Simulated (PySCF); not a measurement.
This PySCF input asks for the NMR shieldings of SMILES C([C@@H]1C[Si@@H](C=O)[SiH2]1)[SiH3], C$_{4}$H$_{12}$OSi$_{3}$; the geometry comes from GFN2-xTB.

```python
import basis_set_exchange as bse
import numpy as np
from pyscf import gto, dft
from pyscf.prop import nmr

atoms = """
O     4.305896    1.597392   -0.486361
C     3.111289    1.468328   -0.377510
Si    2.245132   -0.221569   -0.169685
C     0.454523   -0.181490   -0.881031
C    -0.367486    0.097852    0.401607
C    -1.701288   -0.637803    0.442135
Si   -2.878051   -0.162656   -0.978413
Si    0.937756   -0.340296    1.765599
H     2.471251    2.378138   -0.340801
H     3.143702   -1.229749   -0.741199
H     0.241335    0.532448   -1.675645
H     0.193912   -1.165550   -1.271831
H    -0.578290    1.171560    0.450069
H    -1.516465   -1.714592    0.427071
H    -2.191498   -0.426164    1.395863
H    -2.370251   -0.650948   -2.262045
H    -2.996467    1.297350   -1.025127
H    -4.193869   -0.756609   -0.732283
H     0.981333    0.617001    2.877711
H     0.702388   -1.661964    2.358242
"""
names = dict.fromkeys(["O", "C", "Si", "H"], "pcSseg-1")
basis = {el: gto.basis.parse(bse.get_basis(n, elements=[el], fmt="nwchem")) for el, n in names.items()}
mol = gto.M(atom=atoms, basis=basis, charge=0, verbose=0)
mf = dft.RKS(mol, xc="PBE0")
mf.grids.level = 2
mf.grids.alignment = dft.numint.BLKSIZE   # the property module wants whole blocks of grid points
mf.conv_tol = 1e-9
mf.kernel()

calc = nmr.RKS(mf)   # GIAO
C = mf.mo_coeff
Co = C[:, mf.mo_occ > 0]
resp = mf.gen_response(singlet=True, hermi=2)
def vind(x):   # induced exchange potential for any number of trial vectors
    d = np.einsum("pi,xij,qj->xpq", C, 2 * x.reshape(-1, C.shape[1], Co.shape[1]), Co, optimize=True)
    return np.einsum("xpq,pi,qj->xij", resp(d - d.transpose(0, 2, 1)), C, Co, optimize=True).ravel()
mo1, _ = nmr.rhf.solve_mo1(calc, with_cphf=vind)
sigma = calc.kernel(mo1)
for i, s in enumerate(sigma):   # ppm
    w = np.linalg.eigvalsh((s + s.T) / 2)
    print("%2d %-2s iso %8.1f  s11 %8.1f  s22 %8.1f  s33 %8.1f" % (i, mol.atom_pure_symbol(i), w.mean(), *w))
```

Problem. What are the results?

Solution. 
```
 0 O  iso   -616.7  s11  -1702.4  s22   -553.6  s33    406.0
 1 C  iso    -59.0  s11   -183.1  s22    -82.9  s33     88.9
 2 Si iso    397.0  s11    358.0  s22    412.7  s33    420.4
 3 C  iso    165.4  s11    150.0  s22    155.9  s33    190.2
 4 C  iso    159.3  s11    140.0  s22    163.9  s33    174.0
 5 C  iso    164.6  s11    148.5  s22    156.7  s33    188.7
 6 Si iso    424.7  s11    384.9  s22    421.2  s33    467.8
 7 Si iso    392.6  s11    341.9  s22    355.6  s33    480.3
 8 H  iso     19.1  s11     13.1  s22     19.6  s33     24.5
 9 H  iso     27.1  s11     23.4  s22     25.1  s33     32.8
10 H  iso     29.5  s11     25.0  s22     27.9  s33     35.7
11 H  iso     30.6  s11     26.6  s22     30.7  s33     34.4
12 H  iso     29.5  s11     26.9  s22     28.7  s33     32.8
13 H  iso     30.6  s11     26.2  s22     30.7  s33     34.9
14 H  iso     30.5  s11     24.8  s22     29.3  s33     37.3
15 H  iso     27.6  s11     23.9  s22     27.1  s33     31.9
16 H  iso     28.0  s11     24.7  s22     26.3  s33     33.1
17 H  iso     27.8  s11     24.4  s22     25.4  s33     33.8
18 H  iso     26.9  s11     23.6  s22     24.6  s33     32.4
19 H  iso     27.3  s11     24.4  s22     26.2  s33     31.3
```

These numbers come from an equivalent density-fitted implementation of the same equations, which agrees with the script to about 0.01 ppm for H and up to a few tenths of a ppm for heavy atoms, so last digits may differ.

Problem. Turn these shieldings into chemical shifts. Scale: H2O for $^{17}$O (σ = 336.08 ppm); $^{13}$C (σ = 186.93 ppm), $^{29}$Si (σ = 349.16 ppm), $^{1}$H (σ = 31.72 ppm) vs TMS (reference shieldings calculated alike).

Solution. Averaging equivalent atoms: O 0: 952.7; C 1: 246.0; C 4: 27.6; C 5: 22.3; C 3: 21.5; Si 7: -43.4; Si 2: -47.9; Si 6: -75.5; H 8: 12.65; H 18: 4.82; H 9: 4.62; H 19: 4.44; H 15/16/17: 3.89; H 12: 2.25; H 10: 2.21; H 14: 1.24; H 11: 1.15; H 13: 1.09 ppm. Unscaled 17O shifts of doubly bonded oxygen tend to come out too high, by tens of ppm or more. Experimental scales use liquid or dissolved standards, which lie at an offset from isolated H2O (liquid H2O: subtract about 36 ppm).

Size and cost of the density-fitted run: 217 basis functions, 43 s wall time on 1 thread of an Intel Xeon Platinum 8488C, shared host; peak memory 1.1 GiB.
